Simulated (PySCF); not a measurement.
## Nuclear quadrupole coupling in `CSc1coc(C)p1`

Species: C5H7OPS.
SMILES with atom numbers: `[CH3:1][S:2][c:3]1[cH:4][o:5][c:6]([CH3:7])[p:8]1` (hydrogens: H9, H10, H11 on C1; H12 on C4; H13, H14, H15 on C7)

Structure used (GFN2-xTB), in Å, numbered top down from 1:
```xyz
15
C5H7OPS angstrom
C     -3.0627    0.6809   -0.4495
S     -2.5094   -0.9008    0.2477
C     -0.7753   -0.6405    0.2282
C      0.1140   -1.5746    0.6651
O      1.3997   -1.2189    0.5829
C      1.5457    0.0117    0.0760
C      2.9397    0.5188   -0.0637
P      0.0857    0.8200   -0.3373
H     -2.6480    0.7984   -1.4477
H     -4.1464    0.6429   -0.4917
H     -2.7370    1.4922    0.1972
H     -0.0892   -2.5512    1.0639
H      3.5160   -0.1300   -0.7240
H      3.4372    0.5348    0.9062
H      2.9256    1.5244   -0.4753
```

Field gradients from the PBE0/pcSseg-1 density (PySCF, non-relativistic), principal values in atomic units, ordered |Vxx| ≤ |Vyy| ≤ |Vzz|:

| atom | Vxx | Vyy | Vzz |
| --- | --- | --- | --- |
| S2 | 0.5074 | 2.4571 | -2.9644 |
| O5 | -0.6583 | -0.7757 | 1.4339 |

Find the asymmetry η = (Vxx − Vyy)/Vzz and the couplings χ = eQV/h (234.96 MHz × Q in barn × V in au), with Q(33S) = −0.0678 b, Q(17O) = −0.0256 b.

| atom | environment | nucleus | η | χzz (MHz) | χxx (MHz) | χyy (MHz) |
| --- | --- | --- | --- | --- | --- | --- |
| S2 | sulfide sulfur | 33S | 0.66 | 47.23 | -8.08 | -39.14 |
| O5 | furan-type oxygen | 17O | 0.08 | -8.63 | 3.96 | 4.67 |

The tensor is traceless: Vxx + Vyy + Vzz = 0.

What is Vzz at O5 in SI units (1 au = 9.71736 × 10²¹ V/m²)?

1.4339 au = 13.934 × 10²¹ V/m².

And the gradient at the other heavy atoms, for which no coupling is worked out here?

| atom | environment | Vzz (au) | η |
| --- | --- | --- | --- |
| C1 | S-methyl carbon | 0.290 | 0.07 |
| C3 | substituted aromatic carbon | -0.201 | 0.15 |
| C4 | aromatic CH next to a ring oxygen | 0.314 | 0.76 |
| C6 | substituted aromatic carbon | -0.343 | 0.42 |
| C7 | benzylic-type carbon | 0.103 | 0.14 |
| P8 | phosphorus bonded to 2 C | -1.011 | 0.67 |

Were the hydrogens deuterons (Q(2H) = 0.00286 b), χzz would run from 207 kHz (H13, H14, H11 and H9) to 225 kHz (H12).

Geometry: GFN2-xTB, one conformer, isolated molecule. GFN2-xTB bond lengths can be off by several hundredths of an ångström, more for odd bonds, and the gradients follow them. The basis is small and wasn't made for field gradients, so the couplings can be 20 % off.
